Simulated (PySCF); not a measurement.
# FeH₄⁻, quartet: data card

Computed with UPBE0/[Fe def2-TZVPD, H def2-TZVPD], no relativity, density fitting, PySCF.

The structure is a minimum.

| Property | Result |
| --- | --- |
| Point group | D4h |
| Bond lengths | Fe–H 1.633 Å (×4) |
| Bond angles | H–Fe–H 90.0° (×4), H–Fe–H 180.0° (×2) |
| Zero-point energy | 49.6 kJ/mol |
| Spin squared ⟨S²⟩ | 3.815 |
| Principal quadrupole moments (Buckingham, traceless) about the centre of mass | -4.96, -4.96, 9.93 D Å |
| Rotational constants | 3.135, 3.135, 1.567 cm⁻¹ |
| Lowest empty level (β) | 3.80 eV |
| Enthalpy at 298.15 K above 0 K | 15.40 kJ/mol |
| Entropy at 298.15 K and 1 bar (electronic part: spin only) | 262.0 J/(mol K) |
| Principal polarisabilities | 52.8, 73.3, 73.3 bohr³ |
| Dipole moment about the centre of mass | 0.00 D |
| Heat capacity Cp at 298.15 K | 65.2 J/(mol K) |
| Rotational symmetry number | 8 |
| Highest occupied level (β) | -1.08 eV |

Harmonic modes (masses in u: Fe 55.935, H 1.008):
| symmetry | ω (cm⁻¹) | IR (km/mol, summed over degenerate members) | μ (u) |
| --- | --- | --- | --- |
| eu | 110 | 7.9 | 1.03 |
| b2u | 422 | 0.0 | 1.01 |
| a2u | 467 | 377 | 1.08 |
| b2g | 714 | 0.0 | 1.01 |
| eu | 1547 | 1999 | 1.05 |
| a1g | 1677 | 0.0 | 1.01 |
| b1g | 1701 | 0.0 | 1.01 |

In D4h the vibrations span 2eu + b2u + a2u + b2g + a1g + b1g. The a1g, b1g, b2g, b2u modes carry no infrared intensity, as symmetry demands. With a centre of inversion only u modes can be infrared active and only g modes Raman active.

Charges (e); Mulliken and Löwdin values are unreliable with diffuse functions:
| atom | Mulliken | Löwdin | polar tensor | spin (Mulliken) | Mayer order to Fe1 |
| --- | --- | --- | --- | --- | --- |
| Fe1 | -0.83 | -0.11 | 0.44 | 3.40 | – |
| H2,3,4,5 | -0.04 | -0.22 | -0.36 | -0.10 | 0.86 |

Mulliken populations on Fe1: s 7.24, p 13.24, d 6.34, f 0.00.

Outer orbital energies (eV). α occupied: -5.33, -5.11, -5.09, -4.64, -4.64, -2.78, -1.86, -1.86; empty: 3.86, 4.14, 5.19, 5.19. β occupied: -4.91, -3.40, -2.01, -2.01, -1.08; empty: 3.80, 3.93, 4.34, 4.34.

Formally Fe is in oxidation state +3, d5, with 3 unpaired electrons (the high-spin count would be 5). The Mulliken spin on Fe is 3.40. The polar-tensor charge on Fe, 0.44, is far below the formal one.

Other isomers or separated fragments may lie lower. With open d or f shells other occupations or spin states may lie lower. The lowest empty level of this anion is unbound, so it and the gap depend on the basis.

The final relaxation and frequency run took 38 s on 2 threads of a shared Intel Xeon Platinum 8259CL @ 2.50GHz (Skylake/Cascade Lake) host, with 84 basis functions and 7 gradients; the process peaked at 1.2 GiB.
